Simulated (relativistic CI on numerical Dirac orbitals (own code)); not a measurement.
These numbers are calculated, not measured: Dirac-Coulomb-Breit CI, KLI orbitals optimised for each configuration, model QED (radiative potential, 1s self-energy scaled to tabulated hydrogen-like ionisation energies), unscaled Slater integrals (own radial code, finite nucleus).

The strongest absorption lines from the ground level of an ion, among the configurations computed and to levels below about 487 eV (vacuum wavelength in nm, gf): 3.0211 (0.18), 6.8737 (1.7), 7.1069 (0.22), 7.3403 (0.31), 7.4811 (2.3), 7.6486 (0.43), 8.3580 (0.78), 8.5459 (0.93).

Question: Which ion is it?
A. Nb XX
B. Rb XVIII
C. Nb XXIV
D. Nb XXII

Answer: D. Nb XXII has 20 electrons and the ground level 3s2.3p6.3d2 3F_2; the strongest line goes to 3s2.3p5.3d3 3F°_2. The pattern of lines fixes the number of electrons, and along that sequence the line energies rise steadily with the charge (about as its square where n changes within one kind of shell, about linearly where n is kept but much faster in heavy ions where fine structure, which grows about as Z⁴, sets the gap, and irregularly where shells cross), which fixes Z. Configurations outside the model, such as inner-shell arrays, can give stronger lines. At this charge energies of transitions that change n are usually good to better than 1 %, and those within a shell (Δn = 0) to a few per cent. Terms inside the open d or f shell come out 10 to 20 % too wide with unscaled integrals.

LS names give the leading component of a level, which can be under half, so a name can repeat, a term be missing and a line seem to break the LS rules.
